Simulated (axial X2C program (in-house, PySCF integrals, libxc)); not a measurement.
Potential curves of SiTe⁻, 2c

All values were computed with an axial X2C code built on PySCF integrals. Two-component (2c) means X2C with spin–orbit coupling and atomic mean-field two-electron Coulomb and Gaunt terms. Basis: Te dyall-acv3z [12s13p9d5f1g], Si dyall-av3z [9s8p3d2f] (cores contracted in-house); Gaussian nuclei, density fitting, unrestricted open shells. Masses: Te 129.906 u, Si 27.977 u.

State: Ω = 1/2 (⟨Sz⟩ = -0.50, ⟨Lz⟩ = 1.00 at LDA). Energies in cm⁻¹ from the fragments at the same level (Te- + Si). Fits are polynomials in 1 − R0/R over 0.85 to 1.23 times the lowest point R0.

```json
{"R (Å)": "2.0915", "LDA": "-26938"}
{"R (Å)": "2.1876", "LDA": "-31126"}
{"R (Å)": "2.2598", "LDA": "-32873"}
{"R (Å)": "2.3319", "LDA": "-33731"}
{"R (Å)": "2.4040", "LDA": "-33912"}
{"R (Å)": "2.4881", "LDA": "-33494"}
{"R (Å)": "2.5723", "LDA": "-32586"}
{"R (Å)": "2.6805", "LDA": "-30944"}
{"R (Å)": "2.8127", "LDA": "-28526"}
{"R (Å)": "3.0050", "LDA": "-24743"}
```

Occupations by symmetry block were frozen at the best pattern of an incomplete PBE0 search. De is counted from the lowest determinant-based energies of the atoms at the same level, without counterpoise correction. Density functionals use the spin component along the axis (collinear). In 2c an atomic determinant is not the ground J level, so De misses part of the atomic spin–orbit lowering. This holds for LDA. Without a current term, density functionals place determinants with orbital angular momentum somewhat too high. The highest occupied level of some functionals is positive through self-interaction error; at Hartree–Fock it is bound.

Q: What are Re, ωe and De at the LDA level?

A: At LDA, 2c: Re = 2.391 Å, ωe ≈ 387 cm⁻¹, De = 4.21 eV to Te- + Si; Be follows as 0.128 cm⁻¹.
